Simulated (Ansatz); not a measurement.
Gas-phase electronic energies from Ansatz, PBE0-D4/def2-TZVP geometries. CCSD(T)/CBS is the MP2 limit (def2-TZVPP, def2-QZVPP) plus CCSD(T) − MP2 in def2-TZVPP, frozen cores. This one scheme is used for every species, atoms too. Functionals use def2-TZVPP. HSE06 is defined as in plane-wave codes. No spin–orbit coupling; open shells (•) take unrestricted orbitals. Spin–orbit coupling would lower the free atoms: a little for Cl. For Br outer-core shells are correlated without core-valence functions, so the limit isn't a true one: a few kJ/mol of doubt a bond, and 10 to 20 or more in all where bonds break to atoms. Scalar relativity is left out up to krypton. Each species was taken in one conformer, which may not be the lowest.

`O[Si](Cl)(Br)Br` → Cl• + `O[Si](Br)Br`•  (homolysis of the Cl–Si bond)

(1) What is ΔE at CCSD(T)/CBS? (Best estimate.)

(2) What do these levels give: LDA (SPW92), B97M-V, r2SCANh-D4, r2SCAN0-D4, B2PLYP, r2SCAN0, HSE06, HF/def2-SVP, HF/def2-TZVPP, MP2/def2-TZVPP, CCSD(T)/def2-TZVPP, MP2/CBS(def2)? (Best estimate.)

(3) What do rigid-rotor, harmonic-oscillator terms from PBE0-D4/def2-TZVP frequencies (298.15 K, 1 bar) make of the CCSD(T)/CBS value? (An estimate is asked.)

Largest T1 diagnostic among the species: 0.011.

Answers

(1) Ansatz gave: +471.6 kJ/mol.

(2) Computed: LDA (SPW92) 510.2, B97M-V 468.5, r2SCANh-D4 450.1, r2SCAN0-D4 448.5, B2PLYP 443.8, r2SCAN0 445.9, HSE06 446.9, HF/def2-SVP 342.1, HF/def2-TZVPP 346.8, MP2/def2-TZVPP 478.4, CCSD(T)/def2-TZVPP 452.3, MP2/CBS(def2) 497.7 kJ/mol.

(3) Computed: ΔZPE = -6.1 kJ/mol, ΔH = +468.1 kJ/mol, ΔS = 144 J/(mol·K), ΔG = +425.2 kJ/mol. Open shells count their whole term as degenerate.

Leaving LDA and LC-ωPBE aside and taking each functional with its dispersion term where it has one, the values, not all of them listed here, spread over 42.7 kJ/mol, from BLYP-D4 to ωB97M-V. LDA lies +68.3 kJ/mol from PBE without D4, its usual overbinding. In def2-TZVPP, CCSD(T) changes the Hartree–Fock value by +105.5 kJ/mol (the triples alone add +9.5 kJ/mol) and MP2 by +131.6 kJ/mol; breaking electron pairs costs correlation energy, which Hartree–Fock lacks. From PBE to PBE0 (25 % exact exchange), in def2-TZVPP and without D4, ΔE moves by +4.7 kJ/mol.
